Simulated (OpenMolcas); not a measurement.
## CBrO+ (SMILES [O+]#CBr): the vertical ionisation energy from total energies

CBrO+ has 3 atoms, charge +1, and is taken as a singlet. As SMILES, `[O+]#CBr`. The shape is that of a GFN2-xTB optimisation.

```xyz
3

O     1.1293    0.1925    0.6420
C     0.1699    0.0285    0.0966
Br   -1.2992   -0.2210   -0.7386
```

Both states at this one shape; open shells run unrestricted unless said. 1 Eh = 27.2114 eV.

```tsv
level	program	singlet CBrO+ (Eh)	doublet [CBrO]2+ (Eh)	HOMO of the first (eV)
HF/3-21G	OpenMolcas	-2671.790262	-2671.087091	-20.19
revPBE/def2-TZVP	OpenMolcas	-2686.934121	-2686.202011	-15.93
M06-L/def2-TZVP	OpenMolcas	-2687.082309	-2686.353872	-16.09
```

Q: Work out the vertical ionisation energy at each level.

A: 
1. HF/3-21G: -2671.087091 − (-2671.790262) = 0.703171 Eh = 19.13 eV; −ε(HOMO) = 20.19 eV.
2. revPBE/def2-TZVP: -2686.202011 − (-2686.934121) = 0.732110 Eh = 19.92 eV; −ε(HOMO) = 15.93 eV.
3. M06-L/def2-TZVP: -2686.353872 − (-2687.082309) = 0.728437 Eh = 19.82 eV; −ε(HOMO) = 16.09 eV.

No measured value is set beside it here; the levels span 19.13 to 19.92 eV. In Hartree–Fock, −ε(HOMO) (Koopmans) exceeds the difference of totals by the orbital relaxation of the ion. In semi-local functionals −ε(HOMO) lies far under the ionisation energy, a result of self-interaction, while the difference of totals does much better. Hartree–Fock favours the state with fewer electron pairs, since it lacks pair correlation. Spin-orbit coupling, which splits open shells on such heavy atoms by tenths of an eV, is left out. All-electron rows are non-relativistic unless named. The second state is spin-contaminated at HF/3-21G (⟨S²⟩ = 0.94).
